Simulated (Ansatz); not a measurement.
`[CH3][In]([OH])[Br]` + H–F → `[OH][In]([F])[Br]` + CH₄  (ligand exchange at the In–C bond)

Calculated with Ansatz (gas phase, PBE0-D4/def2-TZVP geometries, no zero-point term in ΔE). CBS: MP2 limit from def2 TZ/QZ plus the TZ coupled-cluster correction, frozen cores. This one scheme is used for every species. Functionals use def2-TZVPP. HSE06 is defined as in plane-wave codes. def2 core potentials past Kr. For Br, In outer-core shells are correlated without core-valence functions, which leaves a few kJ/mol of doubt a bond. Scalar relativity is left out up to krypton. One conformer a species, not always the lowest.

CCSD(T)/CBS gives -11.7 kcal/mol.

(1) Another level gave -9.9 kcal/mol. Which?
A. B2PLYP/def2-TZVPP
B. B97M-V/def2-TZVPP
C. MP2/def2-TZVPP
D. HSE06/def2-TZVPP

Largest T1 diagnostic among the species: 0.014.

Answers

(1) C. MP2/def2-TZVPP -9.9, HSE06 -12.3, B2PLYP -14.2, B97M-V -17.4 kcal/mol.

The D4 term adds +1.0 kcal/mol with B3LYP and +0.6 kcal/mol with PBE0; it sums over pairs of atoms, weighted by their polarisabilities, and B3LYP, whose exchange is more repulsive, gets the larger term. From r2SCAN to r2SCAN0 (25 % exact exchange), in def2-TZVPP and without D4, ΔE moves by +1.7 kcal/mol.

B3LYP here is the variant with VWN-RPA as its local correlation; programs differ in this.
